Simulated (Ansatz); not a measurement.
Reaction (cleavage of the Si–Si bond): `CN[SiH](N)[SiH3]` + `[OH][Al]([F])[SH]` → `[F][Al]([SH])[O][SiH3]` + `CN[SiH2]N`

Calculated with Ansatz (gas phase, PBE0-D4/def2-TZVP geometries, no zero-point term in ΔE). CBS: MP2 limit from def2 TZ/QZ plus the TZ coupled-cluster correction, frozen cores. Functionals use def2-TZVPP. B3LYP here is the variant with VWN-RPA as its local correlation; programs differ in this. Each species was taken in one conformer, which may not be the lowest.

`CN[SiH](N)[SiH3]`:

Cartesian coordinates in Å:
```
C -0.817 2.183 0.381
N -0.169 1.208 -0.466
Si -0.336 -0.493 -0.311
N -0.039 -1.184 -1.851
Si 1.168 -1.552 1.160
H -1.071 3.086 -0.182
H -1.751 1.765 0.764
H -0.213 2.483 1.247
H 0.662 1.551 -0.922
H -1.715 -0.650 0.249
H -0.597 -0.927 -2.650
H 0.334 -2.115 -1.940
H 0.917 -1.104 2.559
H 1.046 -3.040 1.136
H 2.581 -1.212 0.825
```

`[OH][Al]([F])[SH]`:

```xyz
6

O     0.822    1.540   -0.366
Al    0.341    0.024    0.173
F     1.357   -0.801    1.163
S    -1.548   -0.883   -0.376
H     0.312    2.104   -0.944
H    -1.284   -1.984    0.350
```

`[F][Al]([SH])[O][SiH3]`:

Cartesian coordinates in Å:
```
F 0.861 2.368 1.469
Al 0.672 0.755 1.242
S 1.414 -0.561 2.784
O -0.068 0.175 -0.134
Si -0.803 -0.185 -1.541
H 1.015 -1.652 2.106
H -2.248 0.148 -1.454
H -0.188 0.589 -2.651
H -0.654 -1.637 -1.821
```

`CN[SiH2]N`:

Cartesian coordinates in Å:
```
C 0.225 0.349 1.888
N -0.215 0.529 0.524
Si -0.135 -0.654 -0.709
N -0.056 0.151 -2.217
H 0.684 1.262 2.281
H 0.984 -0.436 1.923
H -0.581 0.055 2.573
H -0.864 1.291 0.399
H -1.308 -1.565 -0.865
H 1.036 -1.493 -0.313
H -0.471 -0.261 -3.036
H 0.701 0.773 -2.448
```

```
             level  ΔE (kJ/mol)
           PBE0-D4        -97.5
          B3LYP-D4       -114.9
           ωB97X-V       -114.5
              PBE0       -100.4
    MP2/def2-TZVPP       -124.6
CCSD(T)/def2-TZVPP       -117.7
    MP2/def2-QZVPP       -125.0
      HF/CBS(def2)       -154.9
```

(1) What does CCSD(T)/CBS give? (Estimate.)

Largest T1 diagnostic among the species: 0.012.

## Answers

(1) Computed: -116.9 kJ/mol. The listed levels differ from it by 19.4, 2.0, 2.4, 16.5, -7.7, -0.8, -8.1, -38.0 kJ/mol.

In def2-TZVPP, CCSD(T) changes the Hartree–Fock value by +34.2 kJ/mol (the triples alone add +5.1 kJ/mol) and MP2 by +27.4 kJ/mol. From PBE to PBE0 (25 % exact exchange), in def2-TZVPP and without D4, ΔE moves by −11.2 kJ/mol. The D4 term adds +4.9 kJ/mol with B3LYP and +2.8 kJ/mol with PBE0; it sums over pairs of atoms, weighted by their polarisabilities, and B3LYP, whose exchange is more repulsive, gets the larger term.
